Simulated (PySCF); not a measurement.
How well do the runs reproduce experiment for chlorobenzene?

**What was measured.**

From NIST CCCBDB Release 22 (SRD 101), experimental dipoles, for the gas: dipole moment 1.78 ± 0.06 D.

From NIST CCCBDB Release 22 (SRD 101), experimental polarizabilities, for the gas: mean polarisability 11.861 Å³.

The results are set against them at the end.

Chlorobenzene, C₆H₅Cl.
Atom-mapped SMILES: `[Cl:1][c:2]1[cH:3][cH:4][cH:5][cH:6][cH:7]1` (hydrogens: H8 on C3; H9 on C4; H10 on C5; H11 on C6; H12 on C7)

Structure used (GFN2-xTB), in Å, numbered top down from 1:
```xyz
12
C6H5Cl angstrom
Cl     3.0427    0.2186   -0.0055
C      1.3164    0.0946   -0.0044
C      0.5497    1.2483    0.0103
C     -0.8303    1.1419    0.0113
C     -1.4360   -0.1033   -0.0006
C     -0.6580   -1.2488   -0.0155
C      0.7231   -1.1572   -0.0171
H      1.0286    2.2149    0.0215
H     -1.4325    2.0380    0.0228
H     -2.5127   -0.1807    0.0030
H     -1.1255   -2.2218   -0.0242
H      1.3356   -2.0451   -0.0275
```

Runs made with PySCF (gas phase, on this GFN2-xTB geometry; no spin–orbit coupling):

```csv
level,job,basis functions,wall time
PBE0/pcSseg-1,"shieldings, ring-centre shieldings, charges and field gradients",151,15 s
"HCTH407/IGLO-II, level shift 0.2 Eh","shieldings, ring-centre shieldings",197,24 s
PBE0/def2-SVPD,"6 singlets by full TDDFT, 2 Tamm–Dancoff triplets, polarisability",187,21 s
KT2/6-31G*,"spin–spin couplings from 11 perturbed nuclei, spin–dipole term left out",112,15 s
```

Hardware: an Arm Neoverse V1 with one thread, no GPU (shared host).

All basis functions are spherical.

Results beside the measurements:

**Dipole moment.** Measured: 1.78 D (NIST CCCBDB Release 22 (SRD 101), experimental dipoles).

```json
{"level": "PBE0/pcSseg-1", "computed (D)": "1.76", "computed − measured (D)": "-0.02", "% (from the printed values)": "-1"}
{"level": "HCTH407/IGLO-II", "computed (D)": "1.41", "computed − measured (D)": "-0.37", "% (from the printed values)": "-21"}
{"level": "PBE0/def2-SVPD", "computed (D)": "1.79", "computed − measured (D)": "+0.01", "% (from the printed values)": "+1"}
{"level": "KT2/6-31G*", "computed (D)": "1.76", "computed − measured (D)": "-0.02", "% (from the printed values)": "-1"}
```

Closest is PBE0/def2-SVPD (+0.01 D), furthest HCTH407/IGLO-II (-0.37 D); one molecule doesn't rank methods. The computed dipoles belong to one fixed geometry; measured ones are averaged over vibrations unless marked μe. Magnitudes are compared, not signs.

**Mean polarisability.** Measured: 11.861 Å³ (NIST CCCBDB Release 22 (SRD 101), experimental polarizabilities).

```tsv
level	computed (Å³)	computed − measured (Å³)	% (from the printed values)
PBE0/def2-SVPD	11.960	+0.099	+1
```

The computed values are static and purely electronic, with core orbitals frozen in the response (1 au = 0.148185 Å³). The table of measured values doesn't say here whether a value is static or optical, or holds a vibrational part.

The geometry is computed, not the measured one. Where a level misses, the cause wasn't examined.
